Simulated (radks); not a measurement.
Problem. Species: Yb III. Configuration: [Xe] 4f14 (the NIST ground configuration). Method: scalar-relativistic Kohn-Sham, exchange-only PBE, spin-unpolarised, spherical densities, finite nucleus; Fermi nuclear charge, rms radius 5.3108 fm; computed with a radial shooting solver on a logarithmic mesh with Libxc functionals. Some entries of the table are withheld. Estimate them.

orbital,occ.,eigenvalue (eV),<r> (bohr)
1s,2,(1),(2)
2s,2,(3),0.08334
2p,6,-9158.377,0.07414
3s,2,-2351.619,0.2167
3p,6,(4),0.2162
3d,10,-1529.154,0.1961
4s,2,-473.2524,0.4879
4p,6,-351.5528,0.5183
4d,10,-191.2954,0.5602
5s,2,-68.4802,1.208
5p,6,-40.9667,1.446
4f,14,-16.4415,0.7840

Solution. 
(1) 1s eigenvalue (eV): -61242.34
(2) 1s <r> (bohr): 0.01966
(3) 2s eigenvalue (eV): -10387.82
(4) 3p eigenvalue (eV): -1980.893
